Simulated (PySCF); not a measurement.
CCl₂F, SMILES Cl[C](F)Cl, multiplicity 2.

Geometry: TPSSh-D3(BJ)/def2-SVP. The isomer is the one that the SMILES or the coordinates give; other isomers of the formula were not compared.

Level of theory: TDA-PBE/def2-SVPD in PySCF.

Vertical excitations. Gas-phase values at a fixed geometry.

```json
[
 {"state": "root 1", "energy (eV)": "3.96", "λ (nm)": "313", "f": "0.002", "main pairs": "α HOMO→LUMO 99 %"},
 {"state": "root 2", "energy (eV)": "4.34", "λ (nm)": "286", "f": "0.000", "main pairs": "β HOMO→LUMO 99 %"},
 {"state": "root 3", "energy (eV)": "4.83", "λ (nm)": "257", "f": "0.018", "main pairs": "α HOMO→LUMO+1 9 %, β HOMO−1→LUMO 89 %"},
 {"state": "root 4", "energy (eV)": "5.25", "λ (nm)": "236", "f": "0.000", "main pairs": "β HOMO−2→LUMO 98 %"},
 {"state": "root 5", "energy (eV)": "5.52", "λ (nm)": "225", "f": "0.068", "main pairs": "α HOMO→LUMO+1 89 %, β HOMO−1→LUMO 7 %"},
 {"state": "root 6", "energy (eV)": "5.84", "λ (nm)": "212", "f": "0.021", "main pairs": "β HOMO−3→LUMO 88 %"},
 {"state": "root 7", "energy (eV)": "5.90", "λ (nm)": "210", "f": "0.006", "main pairs": "α HOMO→LUMO+2 95 %"},
 {"state": "root 8", "energy (eV)": "6.30", "λ (nm)": "197", "f": "0.001", "main pairs": "α HOMO−1→LUMO 64 %, β HOMO→LUMO+1 34 %"},
 {"state": "root 9", "energy (eV)": "6.57", "λ (nm)": "189", "f": "0.007", "main pairs": "β HOMO−4→LUMO 86 %"},
 {"state": "root 10", "energy (eV)": "6.73", "λ (nm)": "184", "f": "0.000", "main pairs": "α HOMO−2→LUMO 57 %, β HOMO−1→LUMO+1 32 %, β HOMO−4→LUMO 8 %"}
]
```
Unrestricted roots are not spin-pure.
